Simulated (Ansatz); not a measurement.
BH5N2Si (`N[SiH]1BN1`). Charge 0, multiplicity 1.

```
atom    x (Å)    y (Å)    z (Å)
  N1   1.1839  -1.2458  -0.2299
 Si2   0.3815   0.2437  -0.4162
  B3  -1.5052   0.5596  -0.3460
  N4  -0.7492   0.8424   0.7847
  H5   2.1629  -1.3090  -0.0093
  H6   0.7017  -2.1209  -0.1206
  H7   1.4388   1.2213  -0.7666
  H8  -2.6646   0.6185  -0.6086
  H9  -0.9498   1.1901   1.7124
```

(1) What are the harmonic wavenumbers in cm⁻¹ at PBE0-D4/def2-TZVP (Ansatz, finite differences of forces, unscaled)? (Estimate.)

(2) Is this a minimum?

(3) Give the ideal-gas thermochemistry at 298.15 K and 1 bar (rigid rotor, harmonic oscillator; point group C1, symmetry number 1).

(4) And at 400, 500, 600, 800 and 1000 K?

## Answers

(1) Computed: 225, 261, 269, 334, 552, 637, 652, 689, 783, 860, 868, 907, 954, 1080, 1332, 1576, 2236, 2676, 3562, 3621, 3722.

(2) Yes, all 21 modes are real.

(3) Zero-point energy 166.2 kJ/mol; H(298) − E = 183.4 kJ/mol; entropy 302.2 J/(mol·K), of which translation 162.2, rotation 102.6, vibration 37.4; G(298) − E = 93.3 kJ/mol.

(4) 
| T (K) | H − E (kJ/mol) | S (J/mol/K) | G − E (kJ/mol) |
| --- | --- | --- | --- |
| 400 | 193.8 | 331.9 | 61.0 |
| 500 | 205.6 | 358.2 | 26.5 |
| 600 | 218.6 | 382.0 | -10.6 |
| 800 | 247.4 | 423.2 | -91.2 |
| 1000 | 278.8 | 458.2 | -179.4 |
